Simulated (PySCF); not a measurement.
C3H8Al (charge -1).
Geometry (GFN2-xTB, Å), atoms numbered from 1 in this order:
```
atom  x, y, z in Å
C1    -0.7688    1.3476   -0.5413
C2    -0.2619    0.2091   -0.0758
C3    -1.2239   -0.8106    0.4870
Al4    1.7566   -0.2097   -0.0805
H5    -1.8354    1.5936   -0.5417
H6    -0.1256    2.1112   -0.9587
H7    -0.9556   -1.0306    1.5216
H8    -1.1304   -1.7436   -0.0717
H9    -2.2709   -0.4831    0.4545
H10    2.3884    0.1102   -1.5361
H11    2.5072    0.6880    1.0402
H12    1.9213   -1.7827    0.2764
```

A PySCF run (density fitting, gas phase, GFN2-xTB geometry) gave HOMO -1.09 eV, LUMO 4.15 eV and E = -360.959 Eh.

Task: Which of these levels was it?
A. PW91/pcSseg-0
B. PW91/pcSseg-1
C. wB97X-D/MINI

Result: A. It is PW91/pcSseg-0. All candidates on this geometry:

```csv
level and settings,kind,basis functions,SCF cycles,E (Eh),HOMO (eV),LUMO (eV)
PW91/pcSseg-1,GGA,115,15,-361.4629,-1.10,3.85
"PW91/pcSseg-0, start guess sap",GGA,56,20,-360.9590,-1.09,4.15
wB97X-D/MINI,range-separated hybrid,32,12,-359.1953,-5.11,6.14
```

The nearest other candidate, by the summed differences of HOMO and LUMO, is PW91/pcSseg-1: its HOMO differs by -0.01 eV and its LUMO by -0.30 eV. wB97X-D ran without the empirical dispersion term, which would shift the total energy alone. Cycle counts include a coarse-grid stage where the run had one.
